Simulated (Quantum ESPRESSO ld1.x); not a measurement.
Question: These are the eigenvalues of the occupied orbitals of an atom or ion with whole-number occupations (hartree). All-electron calculation, scalar-relativistic Kohn-Sham, LDA (Slater exchange, VWN5 correlation), spin-polarised, spherical densities, point nucleus. Program: ld1.x of Quantum ESPRESSO 7.5.

1s up: -2709.29
1s down: -2709.15
2s up: -593.067
2s down: -592.949
2p up: -538.905
2p down: -538.758
3s up: -233.064
3s down: -232.742
3p up: -217.013
3p down: -216.688

Which element is it, and in what charge state? The configuration may be excited. Open shells, if any, are filled with parallel spins first.

Answer: Z = 74, tungsten, charge +57: W57+ in [Ne] 3s2 3p5. The list shows which subshells hold electrons but not how many an open one holds; the 1s level, -2709.3 hartree, gives Z - s = 73.6 by -(Z - s)^2/2, which with screening and relativity narrows Z to a few neighbours, and the depths of the outer levels then fix element, charge and occupations together.
